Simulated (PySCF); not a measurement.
BHO, SMILES O=B.

Geometry optimised at PBE0-D3(BJ)/def2-TZVPD.

Two levels are set side by side: PBE/def2-TZVPD (PySCF) and B3LYP/def2-TZVPD (PySCF). Same geometry, gas phase. Differences are taken from unrounded values.

```csv
quantity,PBE
orbital gap (eV),7.82
highest occupied level (eV),-8.94
lowest empty level (eV),-1.11
dipole moment (D),2.58
mean polarisability (bohr³),17.5
```

Question: These are the PBE values. What does B3LYP give? (An estimate is asked for; the answer gives what the named calculation found.)

Answer: 
```csv
quantity,B3LYP,PBE minus B3LYP
orbital gap (eV),9.70,-1.88
highest occupied level (eV),-10.18,1.24
lowest empty level (eV),-0.48,-0.63
dipole moment (D),2.78,-0.20
mean polarisability (bohr³),16.9,0.6
```

PBE's occupied levels lie high since its potential decays too fast outside the molecule; exact exchange lowers them and widens the gap. PBE's more diffuse valence density responds more strongly to a field. Differences between two approximate levels are no errors against the true value.

Rough cost on one machine, each run with all the roots and properties that it gave: B3LYP against PBE within a factor of 2.
